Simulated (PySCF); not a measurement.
## Electric field gradients and quadrupole coupling constants

C5H5NO2Si.
Z-matrix (Å and degrees, GFN2-xTB geometry), rows numbered from 1:
```
C 
C   1  1.3793
N   2  1.3345  1  123.95
C   3  1.3060  2  116.22  1     0.00
C   4  1.4068  3  124.47  2    -0.01
C   5  1.3722  4  119.20  3     0.01
O   5  1.3572  4  112.75  3   179.99
Si  7  1.6600  5  109.44  4     0.04
O   4  1.3472  3  122.93  2   180.00
H   1  1.0782  2  120.37  3  -179.90
H   2  1.0804  1  121.46  3   179.93
H   6  1.0788  1  122.04  2   179.98
H   8  1.4507  7  109.79  5   113.18
H   8  1.4508  7  109.89  5  -113.37
```

Field gradients from the PBE0/pcSseg-1 density (PySCF, non-relativistic), principal values in atomic units, ordered |Vxx| ≤ |Vyy| ≤ |Vzz|:

```tsv
atom	Vxx	Vyy	Vzz
N3	0.4207	0.6259	-1.0466
O7	-0.5770	-1.0031	1.5801
O9	-0.5900	-0.9030	1.4930
```

Question: Find the asymmetry η = (Vxx − Vyy)/Vzz and the couplings χ = eQV/h (234.96 MHz × Q in barn × V in au), with Q(14N) = 0.02044 b, Q(17O) = −0.0256 b.

Answer: 
```json
{"atom": "N3", "environment": "pyridine-type nitrogen", "nucleus": "14N", "η": "0.20", "χzz (MHz)": "-5.03", "χxx (MHz)": "2.02", "χyy (MHz)": "3.01"}
{"atom": "O7", "environment": "silyl ether oxygen", "nucleus": "17O", "η": "0.27", "χzz (MHz)": "-9.50", "χxx (MHz)": "3.47", "χyy (MHz)": "6.03"}
{"atom": "O9", "environment": "silyl ether oxygen", "nucleus": "17O", "η": "0.21", "χzz (MHz)": "-8.98", "χxx (MHz)": "3.55", "χyy (MHz)": "5.43"}
```

The tensor is traceless: Vxx + Vyy + Vzz = 0.

Question: What is Vzz at O9 in SI units (1 au = 9.71736 × 10²¹ V/m²)?

Answer: 1.4930 au = 14.508 × 10²¹ V/m².

Question: And the gradient at the other heavy atoms, for which no coupling is worked out here?

Answer: 
| atom | environment | Vzz (au) | η |
| --- | --- | --- | --- |
| C1 | aromatic CH carbon | 0.261 | 0.24 |
| C2 | aromatic CH next to a ring nitrogen | 0.276 | 0.72 |
| C4 | aromatic carbon bearing oxygen | -0.297 | 0.13 |
| C5 | aromatic carbon bearing oxygen | -0.345 | 0.51 |
| C6 | aromatic CH carbon | 0.293 | 0.16 |
| Si8 | oxygen-bound silicon | 0.873 | 0.58 |

Question: What couplings would deuterons (Q(2H) = 0.00286 b) have in place of the hydrogens, at this geometry?

Answer: 
```tsv
atom	bonded to	bond length (Å)	Vzz (au)	η	χzz (kHz)
H10	C1	1.078	0.3313	0.07	223
H11	C2	1.080	0.3237	0.07	218
H12	C6	1.079	0.3287	0.05	221
H13	Si8	1.451	0.1635	0.01	110
H14	Si8	1.451	0.1634	0.01	110
```

Geometry: GFN2-xTB; no solvent, vibrations or thermal averaging. GFN2-xTB bond lengths can be off by several hundredths of an ångström, more for odd bonds, and the gradients follow them. The basis is small and wasn't made for field gradients, so the couplings can be 20 % off.
